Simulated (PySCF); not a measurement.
A structure optimised at B3LYP-D3(BJ)/def2-SVP, used in a PySCF frequency run:

```xyz
11

Si     1.3751     0.2581     0.1701
F      2.5187    -0.9023     0.0818
N     -0.1260    -0.5623    -0.1141
B     -1.4039     0.0665    -0.1187
O     -2.5251    -0.6887    -0.3561
O     -1.4055     1.4244     0.1232
H      1.4547     0.8623     1.5245
H      1.6874     1.2707    -0.8709
H     -0.0940    -1.5618    -0.2918
H     -3.3580    -0.2062    -0.3473
H     -2.2633     1.8594     0.1240
```

**Question.** Write its SMILES and formula.

**Answer.** OB(O)N[SiH2]F, BFH₅NO₂Si

**Question.** What are its rotational constants (standard atomic weights)?

**Answer.** 7.1761, 1.4048, 1.1914 GHz
